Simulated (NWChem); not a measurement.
A series in which one site is exchanged, each optimised at PBE0/def2-SVP with NWChem, gas phase unless a solvent is named. This build's default masses of Se (78.918 u) and Br (79.917 u) are each other's, which moves their modes by up to 0.6 %. Some are not confirmed as minima by frequencies. def2 effective core potentials on Cd; no spin-orbit coupling.

A: [MgH][SeH] (MgH2Se; site = Mg)
B: [SeH][ZnH] (ZnH2Se; site = Zn)
C: [SeH]S (H2SeS; site = S)
D: [SeH][CdH] (CdH2Se; site = Cd)

Values for A:

- dipole (D), PBE0/def2-SVP: 1.04
- orbital gap (eV), PBE0/def2-SVP: 5.87
- vertical ionisation energy, ΔSCF, PBE0/def2-SVP (eV): 9.07
- static polarisability, PBE0/def2-SVPD (bohr³): 61.9
- lowest singlet excitation, PBE0/def2-SVPD, TDA (eV): 4.57

Task: How do these values change for the other members?

Result: 
```
change from A                                             B      C      D
----------------------------------------------------  -----  -----  -----
dipole (D), PBE0/def2-SVP                             +0.24  +0.25  +0.25
orbital gap (eV), PBE0/def2-SVP                       +0.81  +0.01  -0.07
vertical ionisation energy, ΔSCF, PBE0/def2-SVP (eV)  +0.11  +0.49  -0.09
static polarisability, PBE0/def2-SVPD (bohr³)          -4.7  -10.5   +2.5
lowest singlet excitation, PBE0/def2-SVPD, TDA (eV)   +0.24  -0.50  +0.06
```
